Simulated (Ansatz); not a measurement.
A structure relaxed at PBE-D4/def2-SVP in Ansatz, charge 0, doublet:

```xyz
50

P    -0.023    0.560   -1.988
Si    3.050   -1.169   -2.028
Si   -0.066    4.182   -0.830
Si    3.293    2.654   -1.685
Si   -1.600   -0.194    0.861
Si    0.051   -1.889    0.597
Si    1.547    1.499    1.339
Si   -3.193   -3.136   -0.570
Si   -2.323   -2.868    3.237
Si   -1.032    2.585   -2.265
Si   -3.354   -0.788   -0.607
Si    2.125    0.884   -2.710
Si   -0.888   -3.378   -0.981
Si    2.358   -1.789    0.143
Si    2.054    4.653   -1.736
Si    0.263    3.463    1.390
Si    3.686    2.036    0.550
Si   -2.488   -0.530    3.029
Si   -0.074   -3.140    2.607
Si   -3.692   -3.890    1.610
H     4.558   -1.164   -2.088
H     2.550   -2.251   -2.956
H    -0.929    5.423   -0.857
H     4.593    2.806   -2.441
H    -0.470   -0.001   -3.241
H    -1.186    1.242    0.685
H     1.483    0.718    2.633
H    -4.083   -3.817   -1.582
H    -2.669   -3.396    4.609
H    -0.933    3.090   -3.684
H    -2.490    2.379   -1.937
H    -3.137   -0.274   -2.009
H    -4.674   -0.262   -0.103
H     2.185    1.055   -4.210
H    -0.563   -2.975   -2.400
H    -0.379   -4.780   -0.757
H     2.745   -3.249    0.272
H     3.127   -1.059    1.215
H     1.906    5.134   -3.159
H     2.765    5.718   -0.937
H     1.025    4.568    2.092
H    -1.043    3.261    2.115
H     4.296    3.191    1.310
H     4.634    0.867    0.606
H    -1.628    0.137    4.078
H    -3.895    0.001    3.151
H     0.827   -2.548    3.665
H     0.330   -4.576    2.387
H    -5.142   -3.598    1.907
H    -3.501   -5.386    1.673
```

Task: Give its formula.

Result: Si19PH30.

Task: Summarise the bond lengths by kind (pairs closer than 1.2 times the sum of covalent radii, bridged metal pairs left out).

Result: 22 × Si–Si 2.34 to 2.38 Å; 2 × P–Si 2.28 to 2.29 Å; 29 × H–Si 1.50 to 1.52 Å; 1 × H–P 1.44 Å.

Single mean-field runs in def2-SVP are fitted with def2-universal-jkfit. The relaxation made no stability test and no search for a lower SCF solution. Another isomer (doublet) lies 0.50 eV lower at PBE0-D4/def2-TZVP; other spin states weren't run for this one.
